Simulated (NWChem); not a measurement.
Molecule: C$_{3}$H$_{5}$Cl; SMILES ClC1CC1

```xyz
9

Cl    -0.0866    -1.3962     0.0000
C      0.5465     0.2469     0.0000
C     -0.1779     1.3130    -0.7522
C     -0.1779     1.3130     0.7522
H      1.6391     0.2478     0.0000
H      0.4204     2.0560    -1.2870
H     -1.1028     1.0224    -1.2565
H      0.4204     2.0560     1.2870
H     -1.1028     1.0224     1.2565
```
Atoms are numbered in this order, from 1.

Computed with NWChem. Geometry: optimised at PBE0/def2-SVP. GIAO values for the isolated, static molecule; σ is the absolute isotropic shielding, δ = σ(reference) − σ with the isolated reference molecule computed at the same levels (13C: tetramethylsilane, 1H: tetramethylsilane).

**Question.** Estimate the computed values for PBE0/pcSseg-1. Quantities: σ Cl1 (ppm); δ C2 (ppm); δ C3 (ppm); δ H5 (ppm); δ H6 (ppm); δ H7 (ppm).

**Answer.** The σ Cl1 (ppm) comes out as 815.4. The δ C2 (ppm) is 33.1, the δ C3 (ppm) is 10.9 and the δ H5 (ppm) is 2.69. The δ H6 (ppm) comes out as 0.81. The δ H7 (ppm) comes out as 0.65.
